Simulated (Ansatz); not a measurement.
Consider the cleavage of the Al–Si bond: `C#C[SiH2][AlH][Cl]` + `[SiH3]N[SiH3]` → `[SiH3][N]([SiH3])[AlH][Cl]` + `C#C[SiH3]`.

Calculated with Ansatz (gas phase, PBE0-D4/def2-TZVP geometries, no zero-point term in ΔE). CBS: MP2 limit from def2 TZ/QZ plus the TZ coupled-cluster correction, frozen cores. This one scheme is used for every species. Functionals use def2-TZVPP. Each species was taken in one conformer, which may not be the lowest.

Q: Is it downhill or uphill in electronic energy at CCSD(T)/CBS, and by how much? (An estimate is asked.)

A: The calculation gave: Downhill: ΔE = -1.10 eV.

Q: What do these levels give: r2SCANh-D4, B2PLYP, BHLYP, MP2/def2-TZVPP, SCS-MP2/def2-TZVPP, SCS-MP2/def2-QZVPP? (Best estimate.)

A: Ansatz gave: r2SCANh-D4 -1.06, B2PLYP -1.06, BHLYP -1.03, MP2/def2-TZVPP -1.20, SCS-MP2/def2-TZVPP -1.18, SCS-MP2/def2-QZVPP -1.18 eV.

Q: What do rigid-rotor, harmonic-oscillator terms from PBE0-D4/def2-TZVP frequencies (298.15 K, 1 bar) make of the CCSD(T)/CBS value? (Best estimate.)

A: Ansatz gave: ΔZPE = -0.04 eV, ΔH = -1.15 eV, ΔS = -50 J/(mol·K), ΔG = -1.00 eV. Modes under 50 cm⁻¹ make the entropy rough.

Largest T1 diagnostic among the species: 0.013.

The D4 term adds −0.10 eV with B3LYP and −0.05 eV with PBE0; it sums over pairs of atoms, weighted by their polarisabilities, and B3LYP, whose exchange is more repulsive, gets the larger term. At CCSD(T), def2-SVP lies −0.05 eV from the extrapolated value and def2-TZVPP −0.01 eV.

B3LYP here is the variant with VWN-RPA as its local correlation; programs differ in this.
